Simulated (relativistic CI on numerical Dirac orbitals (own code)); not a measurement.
## Spin-allowed bands of a d3 ion in an octahedral site, by hand

Problem. Take Δ = 15700 cm⁻¹ and B = 810 cm⁻¹ for a d3 ion in an octahedral site. Calculate the three spin-allowed bands.

Working.
1. The terms of highest spin are 4F (energy 0) and 4P (15B = 12150 cm⁻¹). Here the F term splits into A2 at −1.2Δ = -18840, T2 at −0.2Δ = -3140 and T1 at +0.6Δ = 9420 cm⁻¹.
2. The two T1 states mix through the element 0.4Δ: H = [[9420, 6280], [6280, 12150]], with roots ½(H₁₁ + H₂₂) ∓ ½√[(H₂₂ − H₁₁)² + 4H₁₂²] = ½(21570) ∓ ½(12853) = 4358 and 17212 cm⁻¹.
3. The ground term is 4A2 at -18840 cm⁻¹.
4. Bands: 4T2 15700 cm⁻¹ (637 nm), 4T1(F) 23198 cm⁻¹ (431 nm), 4T1(P) 36052 cm⁻¹ (277 nm).

Check. Exact diagonalisation of the whole d3 shell with these parameters gives 4T2 15700, 4T1 23198, 4T1 36052 cm⁻¹. The match is exact, since without spin-orbit coupling no other term has this spin. The ratio of the second band to the first, 1.478, depends on Δ/B = 19.4 alone, which is how a Tanabe-Sugano diagram is read.
